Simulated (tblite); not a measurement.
CH₈BrOSi₃ (doublet state).
Numbering: `[SiH3:1][SiH2:2][CH2:3][O:4][SiH:5][Br:6]` (hydrogens: H7, H8, H9 on Si1; H10, H11 on Si2; H12, H13 on C3; H14 on Si5)

Computed with GFN2-xTB (tblite), gas phase: L-BFGS steps from a force-field or distance-geometry start until the largest atomic force falls under 0.01 eV/Å.

At the end of the run (lengths in Å): Si1–Si2 2.314, O4–Si5 1.598, Si2–C3 1.921, C3–H12 1.093, C3–O4 1.420, Si5–Br6 2.238, C3–H13 1.094, C3–O4–Si5 133.1°, O4–Si5–Br6 110.5°, Si1–Si2–C3 108.2°, Si2–C3–O4 110.5°, Si1–Si2–C3–O4 49°, Si2–C3–O4–Si5 82°, C3–O4–Si5–Br6 -89°, H12–C3–O4–Si5 -158°, H14–Si5–O4–C3 30°.

Question: These geometries were met on the way; a selection of coordinates is given. Order them by energy above the end point, lowest first.
A. Si1–Si2 2.272, O4–Si5 1.629, Si2–C3 1.897, C3–H12 1.087, C3–O4 1.429, Si5–Br6 2.231, C3–H13 1.093, C3–O4–Si5 114.0°, O4–Si5–Br6 112.0°, Si1–Si2–C3 112.7°, Si2–C3–O4 110.8°, Si1–Si2–C3–O4 61°, Si2–C3–O4–Si5 179°, C3–O4–Si5–Br6 168°, H12–C3–O4–Si5 -59°, H14–Si5–O4–C3 -66°
B. Si1–Si2 2.204, O4–Si5 1.707, Si2–C3 1.856, C3–H12 1.131, C3–O4 1.382, Si5–Br6 2.251, C3–H13 1.117, C3–O4–Si5 112.8°, O4–Si5–Br6 111.2°, Si1–Si2–C3 114.5°, Si2–C3–O4 110.4°, Si1–Si2–C3–O4 59°, Si2–C3–O4–Si5 180°, C3–O4–Si5–Br6 169°, H12–C3–O4–Si5 -60°, H14–Si5–O4–C3 -64°
C. Si1–Si2 2.306, O4–Si5 1.620, Si2–C3 1.920, C3–H12 1.097, C3–O4 1.407, Si5–Br6 2.212, C3–H13 1.095, C3–O4–Si5 129.6°, O4–Si5–Br6 100.9°, Si1–Si2–C3 113.7°, Si2–C3–O4 107.4°, Si1–Si2–C3–O4 58°, Si2–C3–O4–Si5 162°, C3–O4–Si5–Br6 -168°, H12–C3–O4–Si5 -77°, H14–Si5–O4–C3 -53°
D. Si1–Si2 2.309, O4–Si5 1.625, Si2–C3 1.918, C3–H12 1.096, C3–O4 1.409, Si5–Br6 2.223, C3–H13 1.093, C3–O4–Si5 125.7°, O4–Si5–Br6 103.3°, Si1–Si2–C3 112.4°, Si2–C3–O4 113.5°, Si1–Si2–C3–O4 60°, Si2–C3–O4–Si5 169°, C3–O4–Si5–Br6 -179°, H12–C3–O4–Si5 -68°, H14–Si5–O4–C3 -59°
E. Si1–Si2 2.307, O4–Si5 1.636, Si2–C3 1.918, C3–H12 1.097, C3–O4 1.420, Si5–Br6 2.228, C3–H13 1.094, C3–O4–Si5 117.0°, O4–Si5–Br6 107.1°, Si1–Si2–C3 112.0°, Si2–C3–O4 112.4°, Si1–Si2–C3–O4 61°, Si2–C3–O4–Si5 180°, C3–O4–Si5–Br6 172°, H12–C3–O4–Si5 -57°, H14–Si5–O4–C3 -71°

Answer: C (0.088 eV), D (0.144 eV), E (0.239 eV), A (0.387 eV), B (0.626 eV).

```json
{"step": "33", "E above end (eV)": "0.088", "rms distance from the end, all atoms (Å)": "0.622", "largest force (eV/Å)": "0.160", "rms shift of all bonds from the end (Å)": "0.011"}
{"step": "18", "E above end (eV)": "0.144", "rms distance from the end, all atoms (Å)": "0.776", "largest force (eV/Å)": "0.190", "rms shift of all bonds from the end (Å)": "0.010"}
{"step": "8", "E above end (eV)": "0.239", "rms distance from the end, all atoms (Å)": "0.859", "largest force (eV/Å)": "0.351", "rms shift of all bonds from the end (Å)": "0.014"}
{"step": "2", "E above end (eV)": "0.387", "rms distance from the end, all atoms (Å)": "0.898", "largest force (eV/Å)": "0.439", "rms shift of all bonds from the end (Å)": "0.018"}
{"step": "0", "E above end (eV)": "0.626", "rms distance from the end, all atoms (Å)": "0.905", "largest force (eV/Å)": "2.267", "rms shift of all bonds from the end (Å)": "0.051"}
```

Rows stand in the order of the answer.
